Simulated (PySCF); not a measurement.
Compound: C3H9BrGe.
SMILES: `[CH3][Ge]([CH3])([CH3])[Br]`

Method used: PySCF 2.14.0, PBE0-D3(BJ)/def2-SVP geometry optimisation, gas phase.

Masses are those of the commonest isotopes; rigid-rotor values at the optimised geometry. 

(1) Give the principal moments of inertia and the rotational constants in MHz.

(2) What kind of rotor is it?

(3) Where do the R-branch lines fall?

Answers

(1) Ia = 175.91, Ib = 410.36, Ic = 410.42 u·Å²; 505379 MHz·u·Å²/I gives A = 2873, B = 1232, C = 1231 MHz.

(2) A prolate symmetric top, as the point group C3v requires two equal moments. Ray's parameter κ = (2B − A − C)/(A − C) = -1.000; −1 is the prolate and +1 the oblate limit.

(3) The dipole of 2.89 D lies along the symmetry axis, so ΔK = 0 and J+1 ← J falls at 2B(J+1) for every K: 2.46 GHz, 4.93 GHz, 7.39 GHz, 9.85 GHz, 12.31 GHz for J = 0 to 4.

Not checked by PBE0-D3(BJ)/def2-SVP frequencies. No vibrational averaging or centrifugal distortion is included, and the geometry carries the error of its method.
